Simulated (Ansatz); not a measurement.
Geometry optimisation, RKS B3LYP-D4/6-31G in Ansatz 0.2.0.

Input file:

```yaml
crystal:
  periodic: [false, false, false]
  atoms:
    - { symbol: C, position_ang: [1.7686, -0.3089, -1.5293] }
    - { symbol: C, position_ang: [1.414, 0.3877, -0.2] }
    - { symbol: Si, position_ang: [-0.3821, 0.0729, 0.3336] }
    - { symbol: C, position_ang: [-0.5763, -1.7506, 0.5415] }
    - { symbol: C, position_ang: [-1.5518, 0.7671, -0.9126] }
    - { symbol: Al, position_ang: [-0.6933, 1.1457, 2.4254] }
    - { symbol: H, position_ang: [1.6168, -1.3625, -1.4713] }
    - { symbol: H, position_ang: [2.8104, -0.0341, -1.8329] }
    - { symbol: H, position_ang: [1.0572, 0.1587, -2.2887] }
    - { symbol: H, position_ang: [2.1096, -0.0104, 0.596] }
    - { symbol: H, position_ang: [1.5632, 1.4874, -0.2576] }
    - { symbol: H, position_ang: [-1.6547, -1.9179, 0.9568] }
    - { symbol: H, position_ang: [0.0428, -2.1566, 1.2377] }
    - { symbol: H, position_ang: [-0.5773, -2.2519, -0.4212] }
    - { symbol: H, position_ang: [-1.4458, 0.2272, -1.8582] }
    - { symbol: H, position_ang: [-2.5826, 0.6772, -0.5007] }
    - { symbol: H, position_ang: [-1.3353, 1.8828, -1.0405] }
    - { symbol: H, position_ang: [0.4875, 1.9609, 3.1261] }
    - { symbol: H, position_ang: [-2.1127, 1.021, 3.1523] }
basis:
  gaussian: { orbitals: "6-31G" }
hamiltonian:
  xc: b3lyp
  dispersion: d4
relax:
  f_tol: 0.015
  max_steps: 40
```

Command:

```bash
$ ansatz run input.yaml --threads 1 --pin off --max-ram 2048MiB --backend cpu --events-out ev --progress --plain --runs-dir out
```

Where does it end, and by what steps?

It converged. Limits of this set-up: no polarisation functions. After 7 steps the energy has fallen by 0.694 eV; H18 moved furthest, 0.27 Å.

```csv
step,energy less start (eV),largest force component (eV/Å),accepted
0,0.0000,4.734,yes
1,-0.6110,1.570,yes
2,-0.4813,1.412,no
3,-0.6732,0.547,yes
4,-0.6533,0.415,no
5,-0.6925,0.114,yes
6,-0.6935,0.031,yes
7,-0.6936,0.007,yes
```

```xyz
19
Properties=species:S:1:pos:R:3
C 1.763 -0.279 -1.584
C 1.470 0.389 -0.227
Si -0.339 0.109 0.405
C -0.650 -1.792 0.549
C -1.563 0.794 -0.924
Al -0.732 1.214 2.588
H 1.621 -1.366 -1.533
H 2.796 -0.098 -1.905
H 1.102 0.105 -2.370
H 2.164 0.012 0.537
H 1.649 1.472 -0.293
H -1.669 -1.996 0.896
H 0.051 -2.260 1.249
H -0.522 -2.269 -0.430
H -1.418 0.267 -1.875
H -2.603 0.649 -0.611
H -1.404 1.864 -1.102
H 0.406 2.063 3.357
H -2.163 1.119 3.330
```

Whether the end is a true minimum wasn't checked by a vibrational analysis.

The run took 73 s on 1 thread of Arm Neoverse V1, on a shared host, peak memory 0.24 GiB.
